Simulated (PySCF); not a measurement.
Te(Br)(SMe) (CH3BrSTe), SMILES CS[Te]Br.

Geometry: PBE-D3(BJ)/def2-SVP. The structure was generated by enumeration, and PubChem lists no compound with its InChIKey, so it may never have been made. The def2 effective core potentials stand for the cores of Te; spin–orbit coupling is left out. One conformer was computed; it need not be the lowest.

Method: PBE-D3(BJ)/def2-SVP (PySCF).

Frequencies are harmonic and unscaled.

Q: List the normal modes with their intensities. (The exact figures need the calculation; the answer reports its results.)

A: 
```tsv
mode	ν (cm⁻¹)	IR (km/mol)	moving atoms (share of kinetic energy)
1	58	1.3	C 41 %, Br 26 %, H 17 %, Te 14 %
2	108	1.0	S 39 %, H 38 %, Br 9 %
3	143	0.7	H 69 %, S 24 %
4	191	0.2	C 46 %, H 23 %, S 17 %, Te 14 %
5	226	19.9	Br 59 %, Te 40 %
6	354	9.7	S 78 %, Te 18 %
7	672	2.8	C 58 %, S 31 %, H 11 %
8	920	3.1	H 83 %, C 15 %
9	923	6.9	H 79 %, C 18 %
10	1268	7.3	H 86 %, C 13 %
11	1381	12.6	H 96 %
12	1396	10.3	H 95 %
13	2979	9.6	H 98 %
14	3090	0.5	H 90 %, C 10 %
15	3108	1.1	H 90 %, C 10 %
```
